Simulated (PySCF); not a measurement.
**Excitation energy of Co by level of theory**

Co [Ar] 3d7 4s2 (4F) → Co [Ar] 3d7 4s1 5s1 (6F), as a difference of total energies. All numbers are calculated (PySCF 2.14, the spin-free X2C one-electron Hamiltonian (Gaussian nucleus), in aug-cc-pVTZ-DK (8s7p5d3f2g, 93 functions)). Correlated levels: valence: [Ar] frozen. The calculations carry no spin-orbit coupling.

| method | excitation energy (cm⁻¹) |
| --- | --- |
| UHF | 34888 |
| MP2 (valence) | 43504 |
| SCS-MP2 (valence) | 45116 |
| CCSD (valence) | 44341 |
| CCSD(T) (valence) | 45194 |

The promoted electron is Rydberg-like, and one or two diffuse shells describe it only roughly, which tends to raise the upper state.
